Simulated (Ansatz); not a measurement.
The cluster CuAg₄⁺. Charge 1, multiplicity 1. Geometry PBE-D4/def2-SVP.

Cartesian coordinates in Å:
```
Ag 1.304 -1.299 2.057
Ag -1.142 1.366 -2.095
Ag -1.995 1.783 0.365
Ag 0.033 -0.032 -0.047
Cu 1.800 -1.819 -0.281
```

In the def2 sets Ag takes a core potential, while STO-3G treats all electrons; there is no spin–orbit coupling. Another isomer (singlet) lies 0.03 eV lower at PBE0-D4/def2-TZVP; other spin states weren't run for this one.

Question: Estimate the orbital energies around the gap (eV) in Ansatz with HF/STO-3G, PBE-D4/def2-TZVP, PBE0-D4/def2-TZVP, r2SCAN0-D4/def2-TZVP, ωB97M-V/def2-TZVP.

Answer: 
| orbital | HF/STO-3G | PBE-D4/def2-TZVP | PBE0-D4/def2-TZVP | r2SCAN0-D4/def2-TZVP | ωB97M-V/def2-TZVP |
| --- | --- | --- | --- | --- | --- |
| HOMO−9 | -10.32 | -11.25 | -12.87 | -13.03 | -15.26 |
| HOMO−8 | -10.26 | -11.23 | -12.84 | -13.00 | -15.24 |
| HOMO−7 | -10.26 | -11.02 | -12.57 | -12.73 | -14.93 |
| HOMO−6 | -10.17 | -10.56 | -11.69 | -11.80 | -14.14 |
| HOMO−5 | -10.13 | -9.90 | -11.67 | -11.78 | -14.12 |
| HOMO−4 | -9.98 | -9.84 | -11.64 | -11.74 | -14.08 |
| HOMO−3 | -9.64 | -9.80 | -11.63 | -11.74 | -14.07 |
| HOMO−2 | -9.28 | -9.79 | -11.48 | -11.58 | -13.86 |
| HOMO−1 | -9.09 | -9.79 | -11.14 | -11.16 | -13.03 |
| HOMO | -7.56 | -9.57 | -10.02 | -10.01 | -11.61 |
| LUMO | -1.56 | -7.63 | -6.70 | -6.56 | -5.02 |
| LUMO+1 | -1.22 | -6.85 | -5.90 | -5.75 | -4.23 |
| LUMO+2 | -0.82 | -6.71 | -5.71 | -5.53 | -3.99 |
| LUMO+3 | -0.02 | -5.53 | -4.78 | -4.66 | -3.41 |
| LUMO+4 | 0.89 | -4.75 | -3.91 | -3.70 | -2.55 |
| LUMO+5 | 1.14 | -4.44 | -3.64 | -3.47 | -2.46 |
